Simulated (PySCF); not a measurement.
A core-ionisation job on `CCC[BH2-]P`.

Method: delta-SCF UKS SCAN, pcX-2 on the ionised atom, pcseg-1 elsewhere, spin-free X2C (PySCF 2.14.0). Geometry: GFN2-xTB. A driver script takes a list of jobs; this job's settings line and coordinates (Å) are shown.

Input:
```
{"job": {"kind": "xps"}, "charge": -1, "multiplicity": 1}
C      2.364210     0.355308    -0.171456
C      0.953305     0.303768     0.413094
C      0.041443    -0.692318    -0.291469
B     -1.482283    -0.733331     0.318150
P     -2.309134     1.099335     0.163242
H      2.986904     1.082311     0.354478
H      2.329711     0.634141    -1.224713
H      2.842996    -0.621885    -0.096801
H      0.496411     1.296092     0.345320
H      1.013239     0.044472     1.473883
H      0.493673    -1.691631    -0.221561
H      0.020504    -0.440808    -1.359857
H     -2.185662    -1.502746    -0.299158
H     -1.490042    -0.992519     1.503445
H     -3.633934     0.716329     0.298452
H     -2.448938     1.152427    -1.216460
```

Q: Give the output.

A: 
```
ground state, core basis on atom 0 (C), 160 functions
  cycle   1  E = -487.71003276  |g| = 6.76e-01
  cycle   2  E = -487.53714803  |g| = 1.01e+00
  cycle   3  E = -487.86867166  |g| = 8.93e-02
  cycle   4  E = -487.87069384  |g| = 4.20e-02
  cycle   5  E = -487.87115097  |g| = 1.14e-02
  cycle   6  E = -487.87118448  |g| = 2.60e-03
  cycle   7  E = -487.87118685  |g| = 1.00e-03
  cycle   8  E = -487.87118806  |g| = 2.63e-04
  E(ground) = -487.89989004 Eh
hole in C 1s of atom 0
  cycle   1  E = -476.77696018  |g| = 1.50e+00
  cycle   2  E = -469.76000806  |g| = 3.26e+00
  cycle   3  E = -477.08157605  |g| = 5.77e-01
  cycle   4  E = -477.25216873  |g| = 3.58e-01
  cycle   5  E = -477.33100937  |g| = 9.43e-02
  cycle   6  E = -477.33648078  |g| = 3.53e-02
  cycle   7  E = -477.33728717  |g| = 8.90e-03
  cycle   8  E = -477.33733727  |g| = 3.11e-03
  cycle   9  E = -477.33734444  |g| = 1.46e-03
  cycle  10  E = -477.33734599  |g| = 7.22e-04
  cycle  11  E = -477.33734564  |g| = 2.36e-04
  E(ion) = -477.36467963 Eh   <S^2> = 0.7677   hole on atom = 1.000   binding energy = 286.678 eV
ground state, core basis on atom 1 (C), 160 functions
  cycle   1  E = -487.87187964  |g| = 5.92e-02
  cycle   2  E = -487.87181541  |g| = 2.66e-02
  cycle   3  E = -487.87188415  |g| = 2.07e-02
  cycle   4  E = -487.87199033  |g| = 1.07e-03
  cycle   5  E = -487.87199106  |g| = 3.06e-04
  E(ground) = -487.90049080 Eh
hole in C 1s of atom 1
  cycle   1  E = -476.79619053  |g| = 1.51e+00
  cycle   2  E = -474.78462095  |g| = 2.35e+00
  cycle   3  E = -477.25775568  |g| = 4.14e-01
  cycle   4  E = -477.34401534  |g| = 1.87e-01
  cycle   5  E = -477.36503814  |g| = 6.68e-02
  cycle   6  E = -477.36737263  |g| = 1.30e-02
  cycle   7  E = -477.36747518  |g| = 5.44e-03
  cycle   8  E = -477.36749646  |g| = 2.15e-03
  cycle   9  E = -477.36749994  |g| = 1.27e-03
  cycle  10  E = -477.36750289  |g| = 4.70e-04
  E(ion) = -477.39503974 Eh   <S^2> = 0.7690   hole on atom = 1.000   binding energy = 285.868 eV
ground state, core basis on atom 2 (C), 160 functions
  cycle   1  E = -487.87091677  |g| = 5.92e-02
  cycle   2  E = -487.87084624  |g| = 2.67e-02
  cycle   3  E = -487.87090326  |g| = 2.19e-02
  cycle   4  E = -487.87101959  |g| = 1.66e-03
  cycle   5  E = -487.87102046  |g| = 2.57e-04
  E(ground) = -487.89969595 Eh
hole in C 1s of atom 2
  cycle   1  E = -476.83542720  |g| = 1.51e+00
  cycle   2  E = -476.04955453  |g| = 1.88e+00
  cycle   3  E = -477.36049038  |g| = 3.40e-01
  cycle   4  E = -477.40577536  |g| = 1.04e-01
  cycle   5  E = -477.41087903  |g| = 4.31e-02
  cycle   6  E = -477.41191764  |g| = 8.12e-03
  cycle   7  E = -477.41195993  |g| = 4.22e-03
  cycle   8  E = -477.41197404  |g| = 1.41e-03
  cycle   9  E = -477.41197632  |g| = 7.44e-04
  cycle  10  E = -477.41197744  |g| = 2.06e-04
  E(ion) = -477.43939528 Eh   <S^2> = 0.7687   hole on atom = 1.000   binding energy = 284.639 eV
ground state, core basis on atom 3 (B), 160 functions
  cycle   1  E = -487.86203955  |g| = 5.05e-02
  cycle   2  E = -487.86179051  |g| = 3.76e-02
  cycle   3  E = -487.86209492  |g| = 2.06e-02
  cycle   4  E = -487.86223292  |g| = 2.12e-03
  cycle   5  E = -487.86223430  |g| = 4.87e-04
  E(ground) = -487.89318794 Eh
hole in B 1s of atom 3
  cycle   1  E = -480.51600872  |g| = 1.18e+00
  cycle   2  E = -479.73579618  |g| = 1.60e+00
  cycle   3  E = -480.90659921  |g| = 2.80e-01
  cycle   4  E = -480.94840258  |g| = 9.85e-02
  cycle   5  E = -480.95447807  |g| = 2.15e-02
  cycle   6  E = -480.95471089  |g| = 1.02e-02
  cycle   7  E = -480.95478146  |g| = 4.17e-03
  cycle   8  E = -480.95479694  |g| = 1.77e-03
  cycle   9  E = -480.95480320  |g| = 1.13e-03
  cycle  10  E = -480.95480305  |g| = 2.54e-04
  E(ion) = -480.98678353 Eh   <S^2> = 0.7794   hole on atom = 1.000   binding energy = 187.933 eV
ground state, core basis on atom 4 (P), 171 functions
  cycle   1  E = -487.98536793  |g| = 3.40e-01
  cycle   2  E = -487.98537581  |g| = 2.78e-02
  cycle   3  E = -487.98526101  |g| = 3.35e-02
  cycle   4  E = -487.98562181  |g| = 3.39e-03
  cycle   5  E = -487.98562313  |g| = 1.15e-03
  cycle   6  E = -487.98562331  |g| = 1.50e-04
  E(ground) = -487.98395846 Eh
hole in P 1s of atom 4
  cycle   1  E = -408.05096876  |g| = 4.72e+00
  cycle   2  E = -408.00224453  |g| = 2.24e+00
  cycle   3  E = -408.60527779  |g| = 9.66e-01
  cycle   4  E = -409.15511227  |g| = 2.87e-01
  cycle   5  E = -409.19803105  |g| = 1.06e-01
  cycle   6  E = -409.20363817  |g| = 3.44e-02
  cycle   7  E = -409.20422336  |g| = 1.08e-02
  cycle   8  E = -409.20429070  |g| = 3.04e-03
  cycle   9  E = -409.20429527  |g| = 8.00e-04
  cycle  10  E = -409.20429492  |g| = 2.97e-04
  E(ion) = -409.20403705 Eh   <S^2> = 0.7518   hole on atom = 1.000   binding energy = 2143.711 eV
hole in P 2p of atom 4
  cycle   1  E = -482.78816411  |g| = 1.39e+00
  cycle   2  E = -482.63758461  |g| = 1.21e+00
  cycle   3  E = -483.13222643  |g| = 2.73e-01
  cycle   4  E = -483.17559201  |g| = 1.06e-01
  cycle   5  E = -483.18106627  |g| = 4.48e-02
  cycle   6  E = -483.18210653  |g| = 1.25e-02
  cycle   7  E = -483.18218752  |g| = 4.74e-03
  cycle   8  E = -483.18220052  |g| = 1.03e-03
  cycle   9  E = -483.18220213  |g| = 6.07e-04
  cycle  10  E = -483.18220201  |g| = 2.36e-04
  E(ion) = -483.19221348 Eh   <S^2> = 0.7535   hole on atom = 1.002   binding energy = 130.390 eV
  2p3/2 = 130.184 eV   2p1/2 = 131.079 eV
```

Cycles run on a coarse grid; E(ground) and E(ion) are re-evaluated on a finer one, so they differ from the last cycle. For a 2p shell the printed binding energy is that of one 2p hole without spin–orbit coupling; the 2p3/2 and 2p1/2 values follow from a further step that adds the ground-state splitting of the three 2p orbitals and a mean-field spin–orbit operator, and the shell mean corrects the one hole to the average of the three. The program numbers atoms from 0.

Q: How does the 1s binding energy of C2 follow from the two total energies?

A: E(ion) − E(ground) = -477.39503974 − (-487.90049080) = 10.505451 Eh, times 27.211386 eV gives 285.87 eV.

In short: C1s of C1 286.68 eV; C1s of C2 285.87 eV; C1s of C3 284.64 eV; B1s of B4 187.93 eV; P1s of P5 2143.71 eV; P2p of P5 130.48 eV (mean of the 2p shell).

Isolated species at its GFN2-xTB geometry (one conformer only).

Q: Estimate the wall time. Hardware: Arm Neoverse V2, one thread, no GPU, on a shared host.

A: About 52 s.
Labels such as C1 count atoms from 1, the log's own numbers from 0.
